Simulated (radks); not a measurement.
Task: Zr III, 38 electrons, occupied as [Kr] 4d2. All-electron calculation, Dirac Kohn-Sham, BLYP, spin-unpolarised, spherical densities, point nucleus; open shells are shared between the two j in proportion to 2j + 1. Program: a radial shooting solver on a logarithmic mesh with Libxc functionals. Some entries of the table are withheld. Estimate them.

| orbital | occ. | eigenvalue (hartree) | r(max) (bohr) | <r> (bohr) |
|---|---|---|---|---|
| 1s1/2 | 2 | -655.4445 | 0.02414 | 0.03706 |
| 2s1/2 | 2 | -91.26016 | 0.1371 | 0.1623 |
| 2p1/2 | 2 | -83.59599 | 0.1069 | 0.1386 |
| 2p3/2 | 4 | -80.43862 | 0.1106 | 0.1430 |
| 3s1/2 | 2 | -15.39133 | 0.4083 | 0.4584 |
| 3p1/2 | 2 | -12.53900 | 0.3962 | 0.4551 |
| 3p3/2 | 4 | -12.03630 | 0.4053 | 0.4656 |
| 3d3/2 | 4 | -7.00431 | 0.3456 | 0.4505 |
| 3d5/2 | 6 | -6.91247 | 0.3483 | 0.4541 |
| 4s1/2 | 2 | -2.53041 | (1) | 1.211 |
| 4p1/2 | 2 | -1.76360 | 1.161 | (2) |
| 4p3/2 | 4 | -1.69757 | 1.186 | (3) |
| 4d3/2 | 0.8 | -0.63724 | 1.562 | 2.018 |
| 4d5/2 | 1.2 | -0.63159 | 1.574 | 2.034 |

Result: 
(1) 4s1/2 r(max) (bohr): 1.077
(2) 4p1/2 <r> (bohr): 1.343
(3) 4p3/2 <r> (bohr): 1.373
